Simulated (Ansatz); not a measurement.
Job for Ansatz (a quantum-chemistry and plane-wave program): R-CCSD(T)/cc-pV(T+d)Z on H2O (SMILES O). The basis file is the Basis Set Exchange's JSON of that set.

Ansatz 0.2 input:
```yaml
crystal:
  periodic: [false, false, false]
  atoms:
    - {symbol: O, position_ang: [-0.00000000, 0.00000000, 0.38961139]}
    - {symbol: H, position_ang: [0.00000000, 0.76498632, -0.19485569]}
    - {symbol: H, position_ang: [0.00000000, -0.76498632, -0.19485569]}
basis:
  gaussian:
    orbitals: cc-pV_T+d_Z.json
magnetization: {spin_polarized: false}
correlation: {method: ccsd_t, electrons: outside_noble_gas}
scf: {lower_state_search: off}
```

The log:

```
WARN ansatz: RAYON_NUM_THREADS=4 ignored (pool sized by the plan → 4); use --threads N
Functional definition: HF
these checks for a lower state are left out or cut short: stability, starts, cluster_reference, orbital_swaps, neighbouring_geometries, increment
integrals: 0.02 GiB planned
342 factors; integrals over basis functions are off by at most 6.6e-4 eV
mean field: 0.06 GiB planned
mean field evaluation 1: about -2067.8770 eV, gradient 3.2e1 eV
mean field evaluation 2: about -2067.8771 eV, gradient 3.2e1 eV
mean field evaluation 4: about -2069.6026 eV, gradient 1.4e0 eV
mean field evaluation 8: about -2069.6097 eV, gradient 2.7e-5 eV
mean field -2069.60965127 eV, -76.0567518522 hartree, gradient 4.4e-6 eV, S^2 0.000000; 0 other end points of the search recorded, 0 dependent functions left out
1 core orbitals not correlated
reference -2069.60965127 eV, -76.0567518522 hartree; 4, 4 occupied and 53, 53 virtual orbitals, 342 factors
second order -7.12375362 eV of doubles, -0.00000000 eV of singles
coupled cluster: 0.10 GiB planned
cycle   1  -7.13173457 eV  change   -8.0e-3 eV  update   3.8e-2
cycle   2  -7.26407348 eV  change   -1.3e-1 eV  update   1.0e-2
cycle   3  -7.28418865 eV  change   -2.0e-2 eV  update   3.9e-3
cycle   4  -7.28354813 eV  change    6.4e-4 eV  update   7.2e-4
cycle   5  -7.28400126 eV  change   -4.5e-4 eV  update   2.6e-4
cycle   6  -7.28402035 eV  change   -1.9e-5 eV  update   8.4e-5
cycle   7  -7.28402525 eV  change   -4.9e-6 eV  update   2.6e-5
cycle   8  -7.28401497 eV  change    1.0e-5 eV  update   6.7e-6
cycle   9  -7.28401255 eV  change    2.4e-6 eV  update   1.2e-6
perturbative correction -0.20901266 eV, -0.0076810737 hartree
Total energy: -2077.10267648 eV, -76.3321154500 hartree
Checks for a lower state left out: stability, starts, cluster_reference, orbital_swaps, neighbouring_geometries, increment
```

The run converged.

Cost: about 0.6 core-seconds (a rough figure).
